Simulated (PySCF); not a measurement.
A structure optimised at PBE0-D3(BJ)/def2-SVP, used in a PySCF frequency run:

```
B
O 1 1.3597
O 1 1.3628 2 120.10
O 1 1.3638 2 120.51 3 179.76
H 4 0.9622 1 110.71 2 179.99
C 2 1.4030 1 120.56 3 -178.93
H 6 1.0996 2 108.29 1 -177.85
H 6 1.1025 7 108.69 2 -121.57
H 6 1.1028 7 108.60 8 -116.98
C 3 1.4031 1 121.05 2 -0.98
H 10 1.0999 3 108.46 1 159.82
H 10 1.1015 11 109.06 3 122.01
H 10 1.1033 11 108.29 12 117.20
```
Charge 0, spin multiplicity 1.

Question: Write its SMILES and formula.

Answer: COB(O)OC, C2H7BO3

Question: What are its rotational constants (standard atomic weights)?

Answer: 5.8790, 2.6943, 1.8919 GHz
